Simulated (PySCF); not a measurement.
C₂H₁₀ClNSi₂, SMILES C([SiH3])[Si@H](Cl)NC.

The structure is a stationary point at PBE-D3(BJ)/def2-SVP. The structure was generated by enumeration; whether it is a known compound was not checked. The values are those of a single conformer.

Two levels are set side by side: PBE/def2-TZVP (PySCF) and B3LYP/def2-TZVP (PySCF). Same geometry, gas phase. Differences are taken from unrounded values.

| quantity | B3LYP | PBE | PBE minus B3LYP |
|---|---|---|---|
| orbital gap (eV) | 7.20 | 5.51 | -1.69 |
| highest occupied level (eV) | -6.99 | -5.86 | 1.13 |
| lowest empty level (eV) | 0.21 | -0.35 | -0.56 |
| dipole moment (D) | 1.49 | 1.47 | -0.02 |

PBE's occupied levels lie high since its potential decays too fast outside the molecule; exact exchange lowers them and widens the gap. Differences between two approximate levels are no errors against the true value.

Rough cost on one machine, each run with all the roots and properties that it gave: B3LYP against PBE within a factor of 2.
